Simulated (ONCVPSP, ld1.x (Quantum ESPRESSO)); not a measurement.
# Potentials for Pt (Z = 78) compared

Generated with ld1.x 7.5 (TM, RRKJ, ultrasoft, PAW), atompaw 4.2 or ONCVPSP 4.0.1. The cutoff is in Ry: for ld1.x and atompaw files where the sum of valence levels is converged to 10 mRy in a Bessel basis, for ONCV files where the hardest occupied wave has 1 mHa per electron of residual kinetic energy. The error is the largest all-electron minus pseudo excitation energy over each file’s own four to seven test configurations (ionisations up to +4, promotions, holes and added fractions of an electron), all of which were solved. The labels leave out finer settings (local radius, basis sizes, second energies), which also bear on the numbers. Spin-polarised tests are not counted. The rows are a selection from randomly drawn settings: files with unsolved tests, undetermined cutoffs or missed reference levels are left out.

A true bound ghost makes a file unfit for plane-wave use even where its test errors are small: the radial tests pick states by their node count and pass the ghost by.

| potential | cutoff (Ry) | largest error (meV) | bound ghosts |
| --- | --- | --- | --- |
| ONCV, PBE, scalar-relativistic, rc 1.10/1.15/2.05 (spd), local smoothed, core correction yes, reference 5s2 5p6 5d9, qcut 6.6/8.3/8.3, projectors 2/2/2 | 189 | -73 | none |
| ONCV, Wu-Cohen, fully relativistic, rc 1.60/1.15/1.65 (spd), local smoothed, core correction yes, reference 5s2 5p6 5d9 6s1, qcut 6.7/7/5.9, projectors 2/1/2 | 331 | -2.5 | none |
| ONCV, revPBE, scalar-relativistic, rc 1.80/1.60/1.60 (spd), local p, core correction yes, reference 5s2 5p6 5d9 6s1, qcut 7.6/10.3/6.6, projectors 2/0/2 | 61 | -11 | none |
| TM semilocal, PBE, scalar-relativistic, rc 2.20/3.45/1.55 (spd), local s, core correction no, reference 5d9 6s1 6p0 | 40 | -115 | none |

Q: Fill in the row for Pt: ONCV, PBEsol, scalar-relativistic, rc 1.55/1.35/1.35 (spd), local smoothed, core correction yes, reference 5s2 5p6 5d8 6s2, qcut 7.3/9.1/6.9, projectors 2/2/2.

A: cutoff 73 Ry, largest error -29 meV, bound ghosts: none.

Q: Fill in the row for Pt: ONCV, PBE, scalar-relativistic, rc 1.70/1.40/2.05/0.90 (spdf), local smoothed, core correction yes, reference 4f14 5s2 5p6 5d9 6s0.5, qcut 7/10.5/7.9/17.5, projectors 2/3/2/2.

A: cutoff 297 Ry, largest error +53 meV, bound ghosts: s.

Q: Fill in the row for Pt: ONCV, PBE, scalar-relativistic, rc 1.55/1.85/1.95 (spd), local smoothed, core correction yes, reference 5s2 5p6 5d9 6s1, qcut 6/6.5/8.2, projectors 3/2/2.

A: cutoff 40 Ry, largest error -17 meV, bound ghosts: none.
